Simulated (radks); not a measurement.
Isoelectronic series with 43 electrons, all held in the configuration [Kr] 4d5 5s2, which need not be the ground one along the series. Method: scalar-relativistic Kohn-Sham, LDA (Slater exchange, Perdew-Wang correlation), spin-polarised, spherical densities, finite nucleus; open shells are filled with parallel spins first (spin-orbit coupling, left out, can overturn this in heavy ions); Fermi nuclear charge, rms radius of each element as measured or else 0.836 A^(1/3) + 0.57 fm; computed with a radial shooting solver on a logarithmic mesh with Libxc functionals. Total energies (hartree) and mean radii <r> (bohr) (* marks an orbital that is empty in some or all of the ions):

\begin{tabular}{lrrrr}
ion & E (hartree) & 4d down* & 5s down & 5s up \\ \hline
Tc & -4281.32907 & 1.811 & 3.461 & 3.181 \\
Ru+ & -4525.81629 & 1.540 & 2.900 & 2.756 \\
Rh2+ & -4777.99174 & 1.373 & 2.553 & 2.462 \\
Pd3+ & -5037.86018 & 1.252 & 2.305 & 2.240 \\
Ag4+ & -5305.44171 & 1.156 & 2.113 & 2.063 \\
Cd5+ & -5580.75806 & 1.078 & 1.957 & 1.918 \\
In6+ & -5863.84417 & 1.012 & 1.828 & 1.796 \\
Sn7+ & -6154.72910 & 0.9555 & 1.717 & 1.691 \\
Sb8+ & -6453.45135 & 0.9058 & 1.622 & 1.599 \\
Te9+ & -6760.04687 & 0.8618 & 1.538 & 1.518 \\
I10+ & -7074.56415 & 0.8225 & 1.463 & 1.446 \\
Xe11+ & -7397.04024 & 0.7870 & 1.396 & 1.381 \\
Cs12+ & -7727.5253 & 0.7548 & 1.335 & 1.322 \\
Ba13+ & -8066.0638 & 0.7254 & 1.280 & 1.268 \\
La14+ & -8412.7097 & 0.6984 & 1.230 & 1.219 \\
Ce15+ & -8767.5124 & 0.6735 & 1.184 & 1.174 \\
Pr16+ & -9130.5282 & 0.6505 & 1.141 & 1.132 \\
Nd17+ & -9501.8110 & 0.6291 & 1.101 & 1.093 \\
Pm18+ & -9881.4142 & 0.6092 & 1.064 & 1.057 \\
Sm19+ & -10269.3862 & 0.5905 & 1.030 & 1.023 \\
\end{tabular}
